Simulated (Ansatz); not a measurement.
`O[SiH](O)S[SiH](O)O`. Total charge 0; spin multiplicity 1. All single points use the PBE0-D4/def2-TZVP geometry. It is one conformer, not always the lowest.

```xyz
13

O    -2.566    1.729    0.324
Si   -1.355    1.084   -0.559
O     0.055    1.891   -0.475
S    -1.083   -0.941    0.138
Si    1.009   -1.138   -0.185
O     1.462   -2.605    0.374
O     1.871   -0.001    0.640
H    -2.497    1.702    1.280
H    -1.839    1.125   -1.946
H     0.779    1.538    0.059
H     1.369   -0.915   -1.597
H     0.818   -3.315    0.363
H     1.977   -0.152    1.583
```

**Question.** What is the dipole moment at ωB97M-V/def2-TZVPP? (Estimate.)

**Answer.** Ansatz gave: 3.08 D, with components (0.58, -1.75, 2.48) D in this frame, pointing from negative to positive charge.

**Question.** And with PBE, r2SCAN, B3LYP? (An estimate is asked.)

**Answer.** The calculation gave: PBE 3.01 D, r2SCAN 3.06 D, B3LYP 3.04 D.

**Question.** Give the Mulliken charges with ωB97M-V, B3LYP, r2SCAN in def2-TZVPP. (Best estimate.)

**Answer.** The calculation gave: 
| atom | ωB97M-V | B3LYP | r2SCAN |
| --- | --- | --- | --- |
| O1 | -0.36 | -0.37 | -0.39 |
| Si2 | 0.59 | 0.66 | 0.68 |
| O3 | -0.38 | -0.39 | -0.40 |
| S4 | -0.34 | -0.39 | -0.40 |
| Si5 | 0.57 | 0.67 | 0.68 |
| O6 | -0.38 | -0.39 | -0.41 |
| O7 | -0.39 | -0.41 | -0.43 |
| H8 | 0.18 | 0.18 | 0.20 |
| H9 | -0.04 | -0.08 | -0.08 |
| H10 | 0.20 | 0.21 | 0.21 |
| H11 | -0.03 | -0.08 | -0.08 |
| H12 | 0.19 | 0.19 | 0.21 |
| H13 | 0.20 | 0.20 | 0.22 |

B3LYP here is the variant with VWN-RPA as its local correlation; programs differ in this.
